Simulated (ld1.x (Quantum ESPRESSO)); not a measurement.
Before and after: TM potential for cobalt (Co)

| Quantity | Value |
| --- | --- |
| Element | Co (Z = 27) |
| Generator | ld1.x (Quantum ESPRESSO) 7.5 |
| Type | norm-conserving Troullier–Martins (Kleinman–Bylander form) |
| Functional | PBEsol |
| Relativity | scalar-relativistic |
| Frozen core | [Ar] |
| Valence charge | 9 |
| Reference configuration | 3d7 4s0 4p0 (charge +2) |
| Partial waves | 4s (bound, empty): rc 1.85 bohr; 4p (bound, empty): rc 2.40 bohr; 3d (bound): rc 1.50 bohr |
| Local potential | all-electron potential smoothed inside 2.10 bohr (lloc = -1) |
| Core correction | none |

Change: wave 3d (bound): rc 1.50 bohr becomes 3d (bound): rc 1.38 bohr.

Cutoffs: the cutoffs (Ry, on a coarse ladder) from which the occupation-weighted sum of valence levels, in a spherical-Bessel basis at the reference potential, stays within 10 and 1 mRy of its value at 400 Ry; they do not see the model core or the augmentation charge, which bear on the density cutoff. Errors are all-electron minus pseudo energies relative to the spin-unpolarised reference configuration.

Task: What does the change do?

Result: The potential gets harder (110 Ry and 200 Ry → 140 Ry and 230 Ry); the errors of the 7 common tests hardly move; neither file shows a bound ghost. A smaller radius makes the pseudo-wave follow the all-electron one further in, where it bends more sharply, so more plane waves are needed.

```csv
quantity,base,changed
"cutoff, loose",110 Ry,140 Ry
"cutoff, tight",200 Ry,230 Ry
bound ghosts,none,none
"error for 3d7 4s2 4p0, meV [ΔE -25.74 eV]",+124,+120
"error for 3d7 4s1 4p0, meV [ΔE -16.70 eV]",+55,+53
"error for 3d6 4s0 4p0, meV [ΔE 35.84 eV]",-212,-231
"error for 3d8 4s0 4p0, meV [ΔE -19.32 eV]",-88,-91
"error for 3d7 4s1 4p1, meV [ΔE -21.36 eV]",+90,+88
"error for 3d7 4s1.5 4p0, meV [ΔE -22.13 eV]",+92,+90
"error for 3d7 4s0 4p2, meV [ΔE -16.73 eV]",+63,+62
s: phases at 2.61 bohr within 0.05 rad from the reference energy up to (Ry; the scan ends near 5),0.2,0.2
p: phases at 2.61 bohr within 0.05 rad from the reference energy up to (Ry; the scan ends near 5),1.3,1.3
d: phases at 2.61 bohr within 0.05 rad from the reference energy up to (Ry; the scan ends near 5),-0.4,-0.3
```
